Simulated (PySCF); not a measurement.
# Correlation energy of Cr⁺ (chromium, charge +1)

[Ar] 3d4 4s1, high-spin 6D determinant (an excited configuration). All numbers are calculated (PySCF 2.14, the spin-free X2C one-electron Hamiltonian (Gaussian nucleus), in x2c-QZVPPall). Frozen: [Ar]; 5 electrons correlated.

MP2 pair energies summed by pair of shells (mhartree):

```json
{"pair": "3d-3d", "energy": "-44.93", "share (%)": "78.6"}
{"pair": "3d-4s", "energy": "-12.26", "share (%)": "21.4"}
```

Total MP2 correlation energy: -57.19 mhartree.

Same-spin part -57.19 and opposite-spin part 0.00 mhartree; SCS-MP2 scales them by 1/3 and 6/5 to -19.06 mhartree.
